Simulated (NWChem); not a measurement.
Everything below was run with NWChem. System: Ga (-1), charge -1, spin multiplicity 3. Its SCF solution wasn't tested for a lower state. Level: ROCCSD(T)/def2-TZVPD, 9 core orbitals frozen.

Part of the output:

```
             Northwest Computational Chemistry Package (NWChem) 7.3.0
             --------------------------------------------------------

                                NWChem Input Module
                                -------------------

 Scaling coordinates for geometry "geometry" by  1.889725989
 (inverse scale =  0.529177249)

                             Geometry "geometry" -> ""
                             -------------------------

 Output coordinates in angstroms (scale by  1.889725989 to convert to a.u.)

  No.       Tag          Charge          X              Y              Z
 ---- ---------------- ---------- -------------- -------------- --------------
    1 Ga                  31.0000     0.00000000     0.00000000     0.00000000

 Effective nuclear repulsion energy (a.u.)       0.0000000000

            Nuclear Dipole moment (a.u.)
            ----------------------------
        X                 Y               Z
 ---------------- ---------------- ----------------
     0.0000000000     0.0000000000     0.0000000000

      Symmetry information
      --------------------

 Group name             D2h
 Group number             26
 Group order               8
 No. of unique centers     1

      Symmetry unique atoms

     1


 Summary of "ao basis" -> "" (spherical)
 ------------------------------------------------------------------------------
       Tag                 Description            Shells   Functions and Types
 ---------------- ------------------------------  ------  ---------------------
 *                         def2-tzvpd                 on all atoms

 Summary of "ao basis" -> "ao basis" (spherical)
 ------------------------------------------------------------------------------
       Tag                 Description            Shells   Functions and Types
 ---------------- ------------------------------  ------  ---------------------
 Ga                        def2-tzvpd               18       54   7s5p5d1f

                                 NWChem SCF Module
                                 -----------------

  ao basis        = "ao basis"
  functions       =    54
  atoms           =     1
  closed shells   =    15
  open shells     =     2
  charge          =  -1.00
  wavefunction    = ROHF
  use symmetry    = T
  symmetry adapt  = T

 Summary of "ao basis" -> "ao basis" (spherical)
 ------------------------------------------------------------------------------
       Tag                 Description            Shells   Functions and Types
 ---------------- ------------------------------  ------  ---------------------
 Ga                        def2-tzvpd               18       54   7s5p5d1f

      Symmetry analysis of basis
      --------------------------

        ag         17
        au          1
        b1g         5
        b1u         7
        b2g         5
        b2u         7
        b3g         5
        b3u         7

 Forming initial guess at       0.0s

      Symmetry analysis of molecular orbitals - initial
      -------------------------------------------------

  Numbering of irreducible representations:

     1 ag          2 au          3 b1g         4 b1u         5 b2g
     6 b2u         7 b3g         8 b3u

  Orbital symmetries:

     1 ag          2 ag          3 b3u         4 b2u         5 b1u
     6 ag          7 b3u         8 b1u         9 b2u        10 ag
    11 b2g        12 b1g        13 b3g        14 ag         15 ag
    16 b2u        17 b1u        18 b3u        19 ag         20 b3g
    21 ag         22 b2g        23 b1g        24 ag         25 b2u
    26 b1u        27 b3u

 Starting SCF solution at       0.0s

 ----------------------------------------------
         Quadratically convergent ROHF

 Convergence threshold     :          1.000E-07
 Maximum no. of iterations :          100
 Final Fock-matrix accuracy:          1.000E-09
 ----------------------------------------------

              iter       energy          gnorm     gmax       time
             ----- ------------------- --------- --------- --------
                 1    -1923.1920757911  8.07D-01  5.12D-01      0.3
                 2    -1923.2019323677  2.48D-01  8.98D-02      0.3
                 3    -1923.2048726243  7.66D-03  2.84D-03      0.3
[...]
    21      0.785818  1 Ga py                18      0.313611  1 Ga py

 Vector   17  Occ=1.000000D+00  E= 1.449541D-01  Symmetry=b1u
              MO Center=  1.0D-19, -4.2D-16,  5.6D-14, r^2= 4.3D+00
   Bfn.  Coefficient  Atom+Function         Bfn.  Coefficient  Atom+Function
  ----- ------------  ---------------      ----- ------------  ---------------
    22      0.785818  1 Ga pz                19      0.313611  1 Ga pz

 Vector   18  Occ=0.000000D+00  E= 2.214730D-01  Symmetry=ag
              MO Center=  1.9D-16,  2.2D-18, -2.3D-17, r^2= 1.3D+01
   Bfn.  Coefficient  Atom+Function         Bfn.  Coefficient  Atom+Function
  ----- ------------  ---------------      ----- ------------  ---------------
     7     -2.160932  1 Ga s                  6      1.992562  1 Ga s
     5     -0.195461  1 Ga s

 Vector   19  Occ=0.000000D+00  E= 2.352633D-01  Symmetry=b3u
              MO Center= -3.5D-17,  1.0D-20, -2.7D-20, r^2= 5.0D+00
   Bfn.  Coefficient  Atom+Function         Bfn.  Coefficient  Atom+Function
  ----- ------------  ---------------      ----- ------------  ---------------
    20      0.905041  1 Ga px

 Vector   20  Occ=0.000000D+00  E= 2.720301D-01  Symmetry=ag
              MO Center= -6.2D-17,  1.1D-17,  3.9D-17, r^2= 1.4D+01
   Bfn.  Coefficient  Atom+Function         Bfn.  Coefficient  Atom+Function
  ----- ------------  ---------------      ----- ------------  ---------------
    47      1.047331  1 Ga d  2              45     -0.604677  1 Ga d  0
    42     -0.359997  1 Ga d  2               7     -0.231693  1 Ga s
     6      0.215394  1 Ga s                 40      0.207845  1 Ga d  0
    37      0.183516  1 Ga d  2

 center of mass
 --------------
 x =   0.00000000 y =   0.00000000 z =   0.00000000

 moments of inertia (a.u.)
 ------------------
           0.000000000000           0.000000000000           0.000000000000
           0.000000000000           0.000000000000           0.000000000000
           0.000000000000           0.000000000000           0.000000000000

  Mulliken analysis of the total density
  --------------------------------------

    Atom       Charge   Shell Charges
 -----------   ------   -------------------------------------------------------
    1 Ga  31    32.00   2.00  2.00  1.18  0.79  0.88  0.97  0.19  5.98  4.44  1.56  0.50  1.52  8.88  1.13 -0.05  0.03 -0.00  0.00

 Mulliken analysis of the open-shell density
 -------------------------------------------

    Atom       Charge   Shell Charges
 -----------   ------   -------------------------------------------------------
    1 Ga  31     2.00   0.00  0.00  0.00  0.00  0.00 -0.00  0.00  0.00  0.02 -0.01  0.47  1.52  0.00  0.00 -0.00  0.00 -0.00  0.00

       Multipole analysis of the density wrt the origin
       ------------------------------------------------

     L   x y z        total         open         nuclear
     -   - - -        -----         ----         -------
     0   0 0 0     -1.000000     -2.000000     31.000000

     1   1 0 0      0.000000      0.000000      0.000000
     1   0 1 0      0.000000      0.000000      0.000000
     1   0 0 1      0.000000     -0.000000      0.000000

     2   2 0 0    -15.866258     -6.151459      0.000000
     2   1 1 0     -0.000000      0.000000      0.000000
     2   1 0 1     -0.000000     -0.000000      0.000000
     2   0 2 0    -22.231568    -12.302797      0.000000
     2   0 1 1      0.000000      0.000000      0.000000
     2   0 0 2    -22.231568    -12.302797      0.000000

                   NWChem Extensible Many-Electron Theory Module
                   ---------------------------------------------


            General Information
            -------------------
      Number of processors :     1
         Wavefunction type : Restricted open-shell Hartree-Fock
          No. of electrons :    32
           Alpha electrons :    17
            Beta electrons :    15
           No. of orbitals :   108
            Alpha orbitals :    54
             Beta orbitals :    54
        Alpha frozen cores :     9
         Beta frozen cores :     9
     Alpha frozen virtuals :     0
      Beta frozen virtuals :     0
         Spin multiplicity : triplet
    Number of AO functions :    54
       Number of AO shells :    18
        Use of symmetry is : on
      Symmetry adaption is : on
         Schwarz screening : 0.10D-09

          Correlation Information
          -----------------------
          Calculation type : Coupled-cluster singles & doubles w/ perturbation
   Perturbative correction : (T)
            Max iterations :      100
        Residual threshold : 0.10D-05
     T(0) DIIS level shift : 0.00D+00
     L(0) DIIS level shift : 0.00D+00
     T(1) DIIS level shift : 0.00D+00
     L(1) DIIS level shift : 0.00D+00
     T(R) DIIS level shift : 0.00D+00
     T(I) DIIS level shift : 0.00D+00
   CC-T/L Amplitude update :  5-th order DIIS
                I/O scheme : Global Array Library
        L-threshold :  0.10D-05
        EOM-threshold :  0.10D-05
 no EOMCCSD initial starts read in
 TCE RESTART OPTIONS
 SLICE:      F
 D4D5:       F
 quantumc:   F
 qrotation:  F
 pwtce:      F
 qducc:      F
 nacto:                         0
 nrotv:                         0
 nrot:                          0

            Memory Information
            ------------------
          Available GA space size is     249030968 doubles
          Available MA space size is     104852236 doubles

 Maximum block size supplied by input
 Maximum block size        24 doubles

 tile_dim =     11

 -------------------------------------------------

 Global array virtual files algorithm will be used

 Parallel file system coherency ......... OK

 4-electron integrals stored in orbital form

 v2    file size   =           112732
 4-index algorithm nr.  13 is used
 imaxsize =       30
 imaxsize ichop =        0


CCSD iterations
 ---------------------------------------------------------
 Iter          Residuum       Correlation     Cpu    Wall
 ---------------------------------------------------------
    1   0.1254280737402  -0.1989397144899     0.5     0.5
    2   0.0251206359754  -0.1927513945105     0.5     0.5
    3   0.0092539389061  -0.1970559617827     0.5     0.5
    4   0.0043240345399  -0.1969378673730     0.5     0.5
    5   0.0020757129146  -0.1974445643444     0.5     0.5
    6   0.0006377899445  -0.1975947249971     0.5     0.5
    7   0.0002436152165  -0.1975981424379     0.5     0.5
    8   0.0001148405588  -0.1975954303879     0.5     0.5
    9   0.0000587539695  -0.1975969685605     0.5     0.5
   10   0.0000314358892  -0.1975988057843     0.5     0.5
   11   0.0000065484746  -0.1976009157795     0.5     0.5
   12   0.0000020608927  -0.1976007582252     0.5     0.5
   13   0.0000008563958  -0.1976009673757     0.5     0.5
 -----------------------------------------------------------------
 Iterations converged
 CCSD correlation energy / hartree =        -0.197600967375658
 CCSD total energy / hartree       =     -1923.402480635552593

 Singles contributions

 Doubles contributions
 CCSD(T)
 Using plain CCSD(T) code
             total no. of tasks         8420
 total no. of tasks / no. procs         8420
                         wl_min            1           1.0
                         wl_max        35937           5.7
        thresh for no. of tasks         8420

 CCSD[T]  correction energy / hartree =        -0.010149031646449
 CCSD[T] correlation energy / hartree =        -0.207749999022107
 CCSD[T] total energy / hartree       =     -1923.412629667199099
 CCSD(T)  correction energy / hartree =        -0.008822033791281
 CCSD(T) correlation energy / hartree =        -0.206423001166939
 CCSD(T) total energy / hartree       =     -1923.411302669343968

 Task  times  cpu:        9.5s     wall:        9.5s

 Total times  cpu:        9.5s     wall:        9.5s
```

**Question.** Write an NWChem input that would produce this output.

**Answer.** This is not unique; one that fits is 
```
start mol
memory heap 100 mb stack 700 mb global 1900 mb
charge -1
geometry units angstroms nocenter noautoz
  Ga     0.000000     0.000000     0.000000
  symmetry group D2h
end
basis spherical
  * library def2-tzvpd
end
scf
  rohf
  nopen 2
  maxiter 100
  thresh 1e-7
  semidirect memsize 60000000 filesize 0
  # guess.movecs holds the orbitals of an unrestricted PBE0 run
  vectors input guess.movecs output mol.movecs
end
tce
  freeze core 9
  ccsd(t)
  2eorb
  2emet 13
  thresh 1e-6
  maxiter 100
  tilesize 24
end
task tce energy
```
